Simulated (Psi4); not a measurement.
Level of theory: SAPT0/jun-cc-pVDZ, frozen core (Psi4).

Psi4 input:

```
molecule {
0 1
O -1.29105957 -0.00517300 0.00000000
C -0.13554601 -0.00054209 -0.00000000
S 1.42660558 0.00571509 -0.00000000
--
0 1
Se -3.19039241 -1.51138035 1.32011481
H -4.46190834 -2.05258328 1.82258537
H -3.89896900 -0.51283681 0.50589119
units angstrom
symmetry c1
no_reorient
no_com
}
set basis jun-cc-pvdz
set scf_type df
set freeze_core true
energy('sapt0')
```

Part of the output:

```
    SAPT Results
  --------------------------------------------------------------------------------------------------------
    Electrostatics                 -7.40906463 [mEh]      -4.64925825 [kcal/mol]     -19.45249651 [kJ/mol]
      Elst10,r                     -7.40906463 [mEh]      -4.64925825 [kcal/mol]     -19.45249651 [kJ/mol]

    Exchange                       15.34315984 [mEh]       9.62797816 [kcal/mol]      40.28346061 [kJ/mol]
      Exch10                       15.34315984 [mEh]       9.62797816 [kcal/mol]      40.28346061 [kJ/mol]
      Exch10(S^2)                  15.21577494 [mEh]       9.54804293 [kcal/mol]      39.94901160 [kJ/mol]

    Induction                      -1.98931633 [mEh]      -1.24831484 [kcal/mol]      -5.22294931 [kJ/mol]
      Ind20,r                      -8.38509390 [mEh]      -5.26172586 [kcal/mol]     -22.01506100 [kJ/mol]
      Exch-Ind20,r                  7.62082389 [mEh]       4.78213919 [kcal/mol]      20.00847036 [kJ/mol]
      delta HF,r (2)               -1.22504632 [mEh]      -0.76872817 [kcal/mol]      -3.21635867 [kJ/mol]

    Dispersion                     -4.35000374 [mEh]      -2.72966856 [kcal/mol]     -11.42093325 [kJ/mol]
      Disp20                       -5.23631530 [mEh]      -3.28583746 [kcal/mol]     -13.74794393 [kJ/mol]
      Exch-Disp20                   0.88631156 [mEh]       0.55616890 [kcal/mol]       2.32701068 [kJ/mol]
      Disp20 (SS)                  -2.61815765 [mEh]      -1.64291873 [kcal/mol]      -6.87397197 [kJ/mol]
      Disp20 (OS)                  -2.61815765 [mEh]      -1.64291873 [kcal/mol]      -6.87397197 [kJ/mol]
      Exch-Disp20 (SS)              0.41778184 [mEh]       0.26216206 [kcal/mol]       1.09688608 [kJ/mol]
      Exch-Disp20 (OS)              0.46852972 [mEh]       0.29400684 [kcal/mol]       1.23012460 [kJ/mol]

  Total HF                          5.94477888 [mEh]       3.73040506 [kcal/mol]      15.60801479 [kJ/mol]
  Total SAPT0                       1.59477514 [mEh]       1.00073651 [kcal/mol]       4.18708154 [kJ/mol]
```
